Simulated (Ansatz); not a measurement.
Ansatz (an electronic-structure program) input (B2GP-PLYP/def2-TZVPD):

Ansatz 0.2 input:
```yaml
crystal:
  periodic: [false, false, false]
  atoms:
    - {symbol: Mg, position_ang: [0.00000000, 0.00000000, 0.00000000]}
    - {symbol: Br, position_ang: [0.00000000, 0.00000000, 2.39403072]}
    - {symbol: Br, position_ang: [-0.00000000, -0.00000000, -2.39403072]}
basis:
  gaussian:
    orbitals: def2-TZVPD
hamiltonian:
  xc: {name: B2GP-PLYP}
total_charge: 1
magnetization: {spin_polarized: true, initial_magnetization: 1}
correlation: {electrons: outside_noble_gas}
```

End of the output:

```
integrals: 0.20 GiB planned
1028 factors; integrals over basis functions are off by at most 9.9e-4 eV
mean field: 1.32 GiB planned
mean field evaluation 1: about -145490.7228 eV, gradient 1.5e1 eV
mean field evaluation 2: about -145490.7540 eV, gradient 1.5e1 eV
mean field evaluation 4: about -145492.0882 eV, gradient 9.7e-1 eV
mean field evaluation 8: about -145492.0988 eV, gradient 2.7e-2 eV
mean field evaluation 16: about -145492.0988 eV, gradient 1.1e-4 eV
mean field evaluation 32: about -145492.1386 eV, gradient 4.9e-4 eV
mean field evaluation 64: about -145492.1376 eV, gradient 3.4e-1 eV
mean field -145492.13864552 eV, -5346.7374771091 hartree, gradient 3.4e-6 eV, S^2 0.755732; 8 other end points of the search recorded, 0 dependent functions left out
33 core orbitals not correlated
reference -145492.13876631 eV, -5346.7374815482 hartree; 8, 7 occupied and 108, 109 virtual orbitals, 1028 factors
second order -9.82133226 eV of doubles, -0.00000000 eV of singles
Total energy: -145495.67444592 eV, -5346.8674153774 hartree
```
